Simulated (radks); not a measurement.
Values are calculated unless marked as measured or tabulated.
Charge is removed step by step from the 5s down level of Ta3+, starting from [Kr] 4d10 4f14 5s(up 1, down 1) 5p6 5d2. Level of theory: scalar-relativistic Kohn-Sham, PBE, spin-polarised, spherical densities, finite nucleus; open shells are filled with parallel spins first (spin-orbit coupling, left out, can overturn this in heavy ions); Fermi nuclear charge, rms radius 5.3507 fm (a radial shooting solver on a logarithmic mesh with Libxc functionals).

removed (e)  E - E(0) (eV)  eigenvalue (eV)  E minus straight line (eV)
0                    0.000          -100.44                       0.000
0.25                25.597          -104.48                      -1.539
0.5                 52.211          -108.57                      -2.062
0.75                79.856          -112.73                      -1.553
1                   108.55          -116.93                       0.000

Removing the whole electron costs 108.55 eV by Delta-SCF, against 100.44 eV from minus the eigenvalue at the starting occupation. Slater's transition state (half an electron removed) gives 108.57 eV. Integrating minus the eigenvalue over the occupation (Janak's theorem) gives 108.61 eV. In this scalar-relativistic scheme the density is built from large components alone, so the theorem holds only approximately. The mean slope of the eigenvalue, de/dn, is 16.5 eV per electron.
